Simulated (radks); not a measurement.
Valence configurations of the iron ion Fe3+ (all share [Ar]). All-electron calculation, non-relativistic Kohn-Sham, PBE, spin-polarised, spherical densities, point nucleus; open shells are filled with parallel spins first. Program: a radial shooting solver on a logarithmic mesh with Libxc functionals. Order these by energy: 3d1 4s2 4p2; 3d2 4s1 4p2; 3d4 4p1; 3d2.5 4s0.5 4p2; 3d3 4s1 4p1; 3d4.5 4s0.5; 3d3 4p2; 3d3.5 4s1.5; 3d5; 3d4 4s1.

Answer. From the lowest, in eV above it: 3d5 0.000; 3d4.5 4s0.5 7.415; 3d4 4s1 15.982; 3d4 4p1 23.463; 3d3.5 4s1.5 26.972; 3d3 4s1 4p1 44.731; 3d3 4p2 52.689; 3d2.5 4s0.5 4p2 65.533; 3d2 4s1 4p2 79.787; 3d1 4s2 4p2 116.33. NIST lists [Ar] 3d5 as the ground configuration; this level of theory agrees among the configurations tried. The energies are those of spherical high-spin densities, not of single terms.
